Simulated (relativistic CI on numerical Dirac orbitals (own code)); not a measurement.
Tc I: computed level list

Method of calculation: Dirac-Coulomb-Breit CI, KLI orbitals optimised for each configuration, a model potential for QED, valence Slater integrals scaled by 0.85, P86 correlation estimate, and configurations built on the next ion tied to the tabulated ionisation energy (semi-empirical) (own radial code, finite nucleus).

Configuration list (outside the closed core [Kr]): 4d⁵5s², 4d⁶5s, 4d⁵5s5p, 4d⁶5p, 4d⁵5s5d, 4d⁵5s6s, 4d⁵5s6p, 4d⁵5s6d, 4d⁵5s7s, 4d⁵5s5f, 4d⁵5s6f, 4d⁷, 4d⁶5d, 4d⁵5p², 4d⁶6s, 4d⁶6p, 4d⁵5s4f, 4d⁵5s7p, 4d⁴5s²5p, 4d⁵5d², 4d⁵5s5g, 4d⁴5s²7s, 4d⁴5s²4f, 4d⁴5s²7p. Levels of other configurations are missing.

The lowest level is 4d⁵5s² ⁶S5/2, with 94 % of that term; Hund's rules for 4d⁵5s² give ⁶S with J = 5/2, in agreement.

```
No.  Configuration  Term     J  E (cm⁻¹)   %  Landé g  Lifetime (s)
  1         4d⁵5s²    ⁶S   5/2       0.0  94    1.999              
  2          4d⁶5s    ⁶D   9/2    7762.9  98    1.555              
  3          4d⁶5s    ⁶D   7/2    8384.0  98    1.587              
  4          4d⁶5s    ⁶D   5/2    8804.5  98    1.657              
  5          4d⁶5s    ⁶D   3/2    9087.3  97    1.866              
  6          4d⁶5s    ⁶D   1/2    9252.2  97    3.328              
  7          4d⁶5s    ⁴D   5/2   15667.9  32    1.473              
  8          4d⁶5s    ⁴D   7/2   15824.2  71    1.423      1.10e+02
  9        4d⁵5s5p   ⁸P°   5/2   16114.7  98    2.285              
 10          4d⁶5s    ⁴D   3/2   16270.8  39    1.385              
 11        4d⁵5s5p   ⁸P°   7/2   16534.9  98    1.936              
 12          4d⁶5s    ⁴D   1/2   16767.7  49    0.647      2.46e+01
 13          4d⁶5s    ⁴D   5/2   17099.4  36    1.485              
 14        4d⁵5s5p   ⁸P°   9/2   17108.8  98    1.778              
 15         4d⁵5s²    ⁴P   3/2   17458.3  28    1.530      1.94e+00
 16         4d⁵5s²    ⁴P   1/2   17509.8  37    2.017              
 17         4d⁵5s²    ⁴G   5/2   17725.4  82    0.582              
 18           4d⁷‡    ⁴F   9/2   17762.9  54    1.294              
 19         4d⁵5s²    ⁴G   7/2   17833.6  81    0.991              
 20         4d⁵5s²    ⁴G  11/2   17875.1  81    1.271              
 21         4d⁵5s²    ⁴G   9/2   17955.7  61    1.209              
 22           4d⁷‡    ⁴F   7/2   18473.0  65    1.235              
 23           4d⁷‡    ⁴F   5/2   18860.7  62    1.034              
 24           4d⁷‡    ⁴F   3/2   19059.1  60    0.419              
 25          4d⁶5s    ⁴H  13/2   21964.8  97    1.230              
 26          4d⁶5s    ⁴H  11/2   22218.8  95    1.136              
 27          4d⁶5s    ⁴H   9/2   22370.3  92    0.982              
 28          4d⁶5s    ⁴H   7/2   22465.8  90    0.689              
 29        4d⁵5s5p   ⁶P°   7/2   23499.1  56    1.709      2.95e-08
 30         4d⁵5s²    ⁴D   5/2   23591.9  32    1.388              
 31         4d⁵5s²    ⁴D   7/2   23791.7  53    1.406              
 32         4d⁵5s²    ⁴D   3/2   23810.5  43    1.180              
 33        4d⁵5s5p   ⁶P°   5/2   23859.1  62    1.879      2.94e-08
 34         4d⁵5s²    ⁴D   1/2   23879.2  46    0.047              
 35        4d⁵5s5p   ⁶P°   3/2   24110.1  67    2.392      2.91e-08
 36         4d⁵5s²    ²D   5/2   24147.8  25    1.249              
 37          4d⁶5s    ²D   3/2   24204.7  26    0.956              
 38         4d⁶5p‡   ⁶D°   9/2   24603.8  88    1.552      3.01e-08
 39          4d⁶5s    ⁴F   9/2   24640.2  50    1.259              
 40          4d⁶5s    ²F   7/2   24846.8  35    1.092              
 41         4d⁶5p‡   ⁶D°   7/2   24995.0  83    1.589      3.07e-08
 42         4d⁶5p‡   ⁶D°   5/2   25242.6  84    1.659      3.18e-08
 43          4d⁶5s    ⁴F   7/2   25340.9  52    1.186              
 44         4d⁶5p‡   ⁶D°   3/2   25413.7  86    1.867      3.26e-08
 45          4d⁶5s    ²F   5/2   25445.3  42    0.861
```

Energies count from the lowest computed level; ° marks odd parity; lifetimes are radiative, by E1, M1, E2 decay to levels of this space only; some are left blank where a channel outside the calculation adds to the decay or the decay crosses a small, uncertain gap. ‡ marks configurations that were not tied to measured data.

The mean weight of the leading LS term, summed over parents, in these 45 levels is 67 %, and that of the leading jj configuration (from the same eigenvectors) 34 %, so LS coupling describes them better.

Configurations that consist of the next ion and one excited electron were tied to the tabulated ionisation energy; Rydberg ones are usually within 1,000 to 3,000 cm⁻¹ and the lowest ones within about 6,000 (9,000 in d shells), while levels on excited terms of the next ion carry the error of that term, and the other configurations can be misplaced by 10,000 cm⁻¹ or more. Rates follow the energies as ν³ (E1, M1) or ν⁵ (E2), so rates, branching and lifetimes can be off by large factors. The fine structure of a lone outer electron comes out too small, for d and f at times inverted, and misplaced configurations move strength between like terms. 26 of the 33 excited levels that our extract of the measured tables holds in this range could be paired (the sources list more); they are missed by 2530 cm⁻¹ on average and 5308 at most, and levels without a partner can miss by more.

LS names give the leading component of a level, which can be under half, so a name can repeat, a term be missing and a line seem to break the LS rules.
